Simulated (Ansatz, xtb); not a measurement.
C4H9FO2Si: 4 structures ranked

4 gas-phase structures of C4H9FO2Si, from a drawn sample of its isomers (lower ones may exist). Each was relaxed with GFN2-xTB; where two conformers were screened, the lower at r2SCAN-D4/def2-SVP is listed:

A. `FC[C@@H]1CCO[SiH2]O1`, a singlet
B. `CC(C)OC(=O)[SiH2]F`, a singlet
C. `CO[Si@H](F)CC(C)=O`, a singlet
D. `C[C@@H]1O[SiH2][C@](C)(F)O1`, a singlet

Question: Make a reasoned guess at their ranking by r2SCAN-D4/def2-SVP single-point energy.

Answer: Calculated order at r2SCAN-D4/def2-SVP: C (0.0), B (23.8), A (28.6), D (44.7) kcal/mol.

Energies above the lowest of each column, in kcal/mol; the last columns are at B3LYP-D3(BJ)/def2-SVP geometries and were run for some of them only (a dash: not run or not comparable):

| structure | GFN2-xTB | HF/STO-3G | r2SCAN-D4/def2-SVP | B3LYP-D3(BJ)/def2-SVP | CCSD(T)/def2-SVP + ΔMP2/def2-TZVPP |
| --- | --- | --- | --- | --- | --- |
| C | 6.7 | 12.6 | 0.0 | 0.0 | 0.0 |
| B | 24.8 | 18.9 | 23.8 | 24.2 | 29.1 |
| A | 0.0 | 0.0 | 28.6 | – | – |
| D | 27.0 | 1.0 | 44.7 | – | – |

CCSD(T)/def2-SVP + ΔMP2/def2-TZVPP puts C lowest of those it was run on; GFN2-xTB picks A, HF/STO-3G picks A. Some further structures that were screened fall inside this span and aren't listed. Flexible structures stand in one conformer each, not always the lowest. B keeps a small imaginary mode. Frequencies (GFN2-xTB) were run for B, C alone. The ΔMP2 step shifts differences by up to 5.8 kcal/mol, which makes them less sure. ΔMP2 is the change of the MP2 energy from the smaller to the larger basis.

Over these structures GFN2-xTB departs from r2SCAN-D4/def2-SVP by 13.5 kcal/mol on average once a common shift is removed. A GFN2-xTB relaxation took about 0.084 s and the r2SCAN-D4/def2-SVP energy about 2.1 s on a shared host (Ansatz 0.2.0, xtb 6.7.1).
